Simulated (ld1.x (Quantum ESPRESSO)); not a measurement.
Pseudopotential generation for Hg: TM, LDA (PZ), non-relativistic.

```
Element                 : Hg (Z = 80)
Generator               : ld1.x (Quantum ESPRESSO) 7.5
Type                    : norm-conserving Troullier–Martins (Kleinman–Bylander form)
Functional              : LDA (PZ)
Relativity              : non-relativistic
Frozen core             : [Kr] 4d10 4f14
Valence charge          : 20
Reference configuration : 5s2 5p6 5d10 6s2 6p0
Partial waves           : 5s (bound): rc 1.20 bohr; 5p (bound): rc 1.65 bohr; 5f channel at 0.15 Ry: rc 1.65 bohr; 5d (bound): rc 2.05 bohr
Local potential         : the d channel
Core correction         : none
```

Occupied shells without a wave of their own: 6s. They enter only through the test configuration that unscreens the potential.

Poles of the logarithmic derivatives, all-electron (AE) and pseudo (PS). Narrow ghost or core levels that the grid stepped over were put in at their known energies. s: poles at -6.8, 4.0 (AE) and -6.8, 4.0 (PS) Ry. p: poles at -4.4 (AE) and -4.4 (PS) Ry. d: poles at -0.3 (AE) and -0.3 (PS) Ry. f: poles at -8.2, 4.4 (AE) and 4.4 (PS) Ry. Test radius 2.25 bohr.

* Cutoffs needed: 110 Ry and 180 Ry (the cutoffs (Ry, on a coarse ladder) from which the occupation-weighted sum of valence levels, in a spherical-Bessel basis at the reference potential, stays within 10 and 1 mRy of its value at 400 Ry)
* Ghost test: no extra level below or beside the all-electron valence levels (s, p, f, d tested) (spherical-Bessel basis up to 400 Ry, 20 bohr box)
* Largest excitation error: +221 meV (all-electron minus pseudo) for 5s2 5p6 5d8 6s0 6p0, out of 7 test configurations
